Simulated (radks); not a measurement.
Results of a calculation; reference values are marked as such.
Tc V, configuration [Ar] 3d10 4s2 4p5 4d3 4f1 (not the ground configuration).

Level of theory: Dirac Kohn-Sham, PBE, spin-unpolarised, spherical densities, finite nucleus; open shells are shared between the two j in proportion to 2j + 1; Fermi nuclear charge, rms radius 4.4112 fm (a radial shooting solver on a logarithmic mesh with Libxc functionals).

Energy parts (eV):
| part | energy |
|---|---|
| total | -116465.608 |
| kinetic | 120983.580 |
| electron-nucleus | -279297.655 |
| Hartree | 45292.516 |
| exchange-correlation | -3444.048 |

Orbitals (lengths in bohr, moments of r in powers of bohr; r(max) is where P^2 peaks):
orbital,occ.,eigenvalue (eV),r(max),small-component weight
1s1/2,2,-20916.45,0.02228,2.46e-02
2s1/2,2,-3033.390,0.1263,5.07e-03
2p1/2,2,-2801.812,0.09814,5.08e-03
2p3/2,4,-2683.534,0.1020,4.91e-03
3s1/2,2,-575.3258,0.3723,1.37e-03
3p1/2,2,-486.3072,0.3593,1.32e-03
3p3/2,4,-466.4883,0.3687,1.27e-03
3d3/2,4,-309.0766,0.3096,1.16e-03
3d5/2,6,-305.2604,0.3123,1.14e-03
4s1/2,2,-126.2265,0.9402,3.37e-04
4p1/2,1.66667,-99.3761,0.9905,2.94e-04
4p3/2,3.33333,-96.1507,1.013,2.84e-04
4d3/2,1.2,-54.8702,1.172,1.93e-04
4d5/2,1.8,-54.4437,1.180,1.91e-04
4f5/2,0.428571,-20.9193,2.189,4.94e-05
4f7/2,0.571429,-20.9111,2.191,4.93e-05

The highest occupied level is 4f7/2 at -20.911 eV. The electron density at the nucleus is 1.002e+05 e/bohr^3. The density falls to 0.001 e/bohr^3 at r = 3.77 bohr.
